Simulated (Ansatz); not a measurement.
`CS[SiH2][GeH3]` + `[NH2][AlH2]` → `[AlH2][NH][SiH2][GeH3]` + CH₃SH at 600 K and 1 bar (ligand exchange at the Si–S bond).

Program: Ansatz. Geometries: PBE0-D4/def2-TZVP. ΔE: electronic, gas phase. CBS: MP2 limit from def2 TZ/QZ plus the TZ coupled-cluster correction, frozen cores. This one scheme is used for every species. For Ge outer-core shells are correlated without core-valence functions, which leaves a few kJ/mol of doubt a bond. Scalar relativity is left out up to krypton. Each species was taken in one conformer, which may not be the lowest.

```json
{"species": "`CS[SiH2][GeH3]`", "CCSD(T)/CBS energy (Eh)": "-2805.84917", "H − E (kJ/mol)": "281.2", "S (J/(mol·K))": "495.4"}
{"species": "`[NH2][AlH2]`", "CCSD(T)/CBS energy (Eh)": "-299.14566", "H − E (kJ/mol)": "138.4", "S (J/(mol·K))": "304.9"}
{"species": "`[AlH2][NH][SiH2][GeH3]`", "CCSD(T)/CBS energy (Eh)": "-2666.76326", "H − E (kJ/mol)": "261.2", "S (J/(mol·K))": "506.3"}
{"species": "CH₃SH", "CCSD(T)/CBS energy (Eh)": "-438.22835", "H − E (kJ/mol)": "152.3", "S (J/(mol·K))": "296.8"}
```

H − E and S are ideal-gas, rigid-rotor, harmonic terms from PBE0-D4/def2-TZVP, for one conformer and one mirror image of each species. 1 Eh = 2625.50 kJ/mol, R = 8.31446 J/(mol·K).

By hand: ΔE, ΔH, ΔS and ΔG.

ΔE = (-2666.76326) + (-438.22835) − (-2805.84917) − (-299.14566) = 0.00322 Eh = 8.5 kJ/mol. Δ(H − E) = 261.2 + 152.3 − 281.2 − 138.4 = -6.1, so ΔH = 2.4 kJ/mol. ΔS = 506.3 + 296.8 − 495.4 − 304.9 = 2.8 J/(mol·K). ΔG = 2.4 − 600 × (2.8)/1000 = 0.7 kJ/mol.

By hand: the equilibrium constant, and the temperature at which ΔG would vanish if ΔH and ΔS stayed fixed.

log₁₀ K = −ΔG/(RT ln 10) = -0.1. ΔG = 0 at ΔH/ΔS = 857 K, though so small a ΔH makes that figure unsure.

TΔS isn't small against ΔH here. The sign of ΔG lies within the doubt. A doubt of 5 kJ/mol in ΔE shifts log₁₀ K by 0.4 here. Other conformers and mirror images would add mixing entropy, several J/(mol·K) or more a flexible species. Modes under 60 cm⁻¹, often nearly free rotors, make the harmonic entropy too high. These are equilibria of isolated gas molecules and say nothing of rates. Largest T1 diagnostic: 0.012 (customary marks: 0.02 for closed shells, 0.045 for open ones).
